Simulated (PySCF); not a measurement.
## Correlation energy of S (sulfur, neutral)

[Ne] 3s1 3p4 3d1, one real determinant (an excited configuration). Computed with PySCF 2.14 in aug-cc-pCVTZ-DK (8s7p5d3f, 75 functions), with scalar relativity by spin-free X2C-1e. Frozen: 1s2; 14 electrons correlated.

```json
{"level": "CCSD", "correlation energy (mhartree)": "-430.21"}
{"level": "(T)", "correlation energy (mhartree)": "-15.36"}
{"level": "CCSD(T)", "correlation energy (mhartree)": "-445.57"}
```

Diagnostics: T1 = 0.013, D1 = 0.0627, largest double amplitude 0.175.

The real determinant used has ⟨L²⟩ near 8 against 12 for a pure F term, so it mixes terms. The outer electron is Rydberg-like, and this basis confines it to a smaller radius and binds it less than a complete one would. A double-excitation amplitude exceeds 0.15, a sign of near-degeneracy.

Cost of the coupled-cluster step: about 100 core-seconds, for 14 correlated electrons.

The reference is one real determinant that mixes LS terms of this configuration.
